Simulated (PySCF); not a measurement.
**Working out the ionisation energy of Sn+**

Sn+ [Kr] 4d10 5s2 5p1 (2P) → Sn(2+) [Kr] 4d10 5s2 (1S). All numbers are calculated (PySCF 2.14, scalar relativity through the core potential, in aug-cc-pVTZ-PP with ECP28MDF (6s5p4d2f, 55 functions)). Frozen: 4s2 4p6 4d10. Energies in hartree (1 hartree = 27.21139 eV):

| part | Sn+ (lower) | Sn(2+) (upper) |
| --- | --- | --- |
| UHF | -213.088509 | -212.583299 |
| CCSD correlation | -0.044159 | -0.034157 |
| (T) | -0.000676 | 0.000000 |

Q: What does Hartree-Fock give?

A: (-212.583299) − (-213.088509) = 0.505210 hartree = 13.747 eV.

Q: What do CCSD and CCSD(T) give?

A: The CCSD correlation energies differ by 0.010002 hartree = 0.272 eV and the triples by 0.000676 hartree = 0.018 eV, so CCSD gives 14.019 eV and CCSD(T) 14.037 eV.

Measured between the centres of the two terms (NIST): 14.282 eV, so CCSD(T) (valence) is off by -0.245 eV.

What remains against the reference includes basis incompleteness, the frozen core and higher excitations.
